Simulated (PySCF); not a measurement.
Two species compared at the same levels of theory.

First species: C₆H₈F₂.
Structure used (GFN2-xTB), in Å, numbered top down from 1:
```
atom  x, y, z in Å
C1     2.6826    0.3996   -0.0465
C2     1.6311    0.2841    0.5129
C3     0.3588    0.1625    1.2026
F4     0.1088    1.3131    1.9337
C5    -0.8173   -0.0735    0.2362
C6    -0.9390    1.0635   -0.7738
C7    -0.6393   -1.4064   -0.4838
F8    -0.6284   -2.4465    0.4144
H9     3.6076    0.4846   -0.5344
H10    0.4159   -0.6548    1.9364
H11   -1.7262   -0.1205    0.8457
H12   -0.0569    1.1030   -1.4090
H13   -1.8171    0.9233   -1.3988
H14   -1.0317    2.0119   -0.2513
H15    0.3130   -1.4430   -1.0234
H16   -1.4695   -1.5920   -1.1722
```

Second species: C6H6F2O2.
Atom-mapped SMILES: `[CH3:1][C@H:2]([F:3])[C:4]1=[CH:5][O:6][C:7]([F:8])=[CH:9][O:10]1` (hydrogens: H11, H12, H13 on C1; H14 on C2; H15 on C5; H16 on C9)

Levels: PBE0/def2-SVPD for dipole moment, HOMO energy, LUMO energy, HOMO–LUMO gap, static isotropic polarisability and electronic spatial extent ⟨r²⟩ about the centre of nuclear charge; TDDFT PBE0/def2-SVPD for lowest singlet excitation; TDA PBE0/def2-SVPD for lowest triplet excitation (Tamm–Dancoff); GFN2-xTB for rotational constant A and rotational constant C. Geometries: GFN2-xTB. Each structure is a single optimised conformer of the isolated species, non-relativistic unless stated. Electronic properties by PySCF.

The conformers computed, where there is a choice (atom-mapped SMILES and torsion angles):
- `[CH:1]#[C:2][C@@H:3]([F:4])[C@@H:5]([CH3:6])[CH2:7][F:8]`: C2–C3–C5–C6 -59°, C3–C5–C7–F8 61°
- `[CH3:1][C@H:2]([F:3])[C:4]1=[CH:5][O:6][C:7]([F:8])=[CH:9][O:10]1`: C1–C2–C4–C5 111°

Values for the first species:

| Item | Value |
| --- | --- |
| Dipole moment | 2.13 D |
| HOMO energy | -8.28 eV |
| LUMO energy | 0.04 eV |
| HOMO–LUMO gap | 8.32 eV |
| Lowest singlet excitation | 6.28 eV |
| Lowest triplet excitation (Tamm–Dancoff) | 5.29 eV |
| Static isotropic polarisability | 70.5 au |
| Electronic spatial extent ⟨r²⟩ about the centre of nuclear charge | 1005 bohr² |
| Rotational constant A | 2.336 GHz |
| Rotational constant C | 1.330 GHz |

Problem. Estimate the same properties for the second species, and the change in each.

Solution. 
| property | first | second | second less first |
| --- | --- | --- | --- |
| dipole moment | 2.13 D | 2.05 D | -0.08 D |
| HOMO energy | -8.28 eV | -6.03 eV | +2.25 eV |
| LUMO energy | 0.04 eV | -0.37 eV | -0.41 eV |
| HOMO–LUMO gap | 8.32 eV | 5.66 eV | -2.66 eV |
| lowest singlet excitation | 6.28 eV | 4.31 eV | -1.97 eV |
| lowest triplet excitation (Tamm–Dancoff) | 5.29 eV | 3.24 eV | -2.05 eV |
| static isotropic polarisability | 70.5 au | 75.7 au | +5.2 au |
| electronic spatial extent ⟨r²⟩ about the centre of nuclear charge | 1005 bohr² | 1587 bohr² | +582 bohr² |
| rotational constant A | 2.336 GHz | 3.390 GHz | +1.054 GHz |
| rotational constant C | 1.330 GHz | 0.665 GHz | -0.665 GHz |

On the first: The 6 singlets span 6.28 to 8.30 eV, and their oscillator strengths add up to 0.10. The principal polarisabilities are 64.6, 64.8 and 82.0 au; their mean is the isotropic value.

On the second: The principal polarisabilities are 57.0, 76.7 and 93.4 au; their mean is the isotropic value. The dipole matches unit charges of opposite sign 0.43 Å apart (1 e·Å = 4.8032 D).
